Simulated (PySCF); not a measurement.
How the method changes the constants of SiSe⁻

State: ²Π (doublet), unpaired electrons π ↑. Set-up: Si def2-TZVPPD, Se def2-TZVPPD; no relativity (PySCF 2.14). De refers to Si + Se⁻ in their high-spin ground configurations, without counterpoise correction. The functionals are run spin-unrestricted. A positive dipole points towards Se; it is taken about the centre of mass and depends on that origin. Levels whose curve was spin-contaminated or gave no clean fit are not listed.

```
      Level  Re (Å)  ωe (cm⁻¹)  De (eV)  μ (D)  CPU s a point (SCF and correlation, without the integrals)
        UHF   2.172        491      n/a   1.70                                                           4
    UHF-MP2   2.169        488     4.23    n/a                                                           6
UHF-SCS-MP2   2.173        485     4.06    n/a                                                         n/a
        PBE   2.196        452     4.38   2.54                                                         2.2
     r²SCAN   2.178        471     4.32   2.55                                                           5
      TPSSh   2.181        467     4.23   2.44                                                         6.6
       PBE0   2.173        479     4.22   2.38                                                         4.5
      B97-3   2.179        474     4.20   2.37                                                           3
  BHandHLYP   2.167        485     3.83   2.05                                                         3.6
     M06-2X   2.176        481     4.12   2.09                                                          11
      ωB97X   2.156        499     4.12   2.21                                                          19
     B2PLYP   2.184        466     4.12   1.97                                                         5.3
```

(1) What does a quarter of exact exchange do here, going from PBE to PBE0?

(2) What does the step from GGA to meta-GGA do here, going from PBE to r²SCAN?

(3) What does second-order correlation do here, going from UHF to UHF-MP2?

Correlated steps freeze 14 core orbitals. Spin–orbit coupling is left out. For an ion De counts to the pair picked by the measured ionisation energies or electron affinities, which need not be the lowest pair at this level. The highest Kohn–Sham level is positive in this anion. Much of that is self-interaction error, but it also means that the finite basis helps to hold the extra electron. B2PLYP dipoles, levels and charges come from its SCF part alone. The state was picked by a PBE0 search and need not be the measured ground state.

The whole job (state search and all levels along the bond) took about 22 min on 2 threads of Arm Neoverse V2 (shared host), peak memory 4.7 GiB.

Results:

(1) PBE0 less PBE: -2.3 pm in Re, +6.0 % in ωe, -0.16 eV in De. Exact exchange removes part of the self-interaction that spreads semilocal densities, and in most molecules shortens and stiffens the bond and lowers De; so it does here.

(2) r²SCAN less PBE: -1.8 pm in Re, +4.2 % in ωe, -0.06 eV in De. 

(3) UHF-MP2 less UHF: -0.3 pm in Re, -0.6 % in ωe. Correlation nearly always deepens the well. The bond shortens, as in weak, metallic or heavy-atom bonds, where dispersion and the correlation of outer-core electrons pull the atoms together.
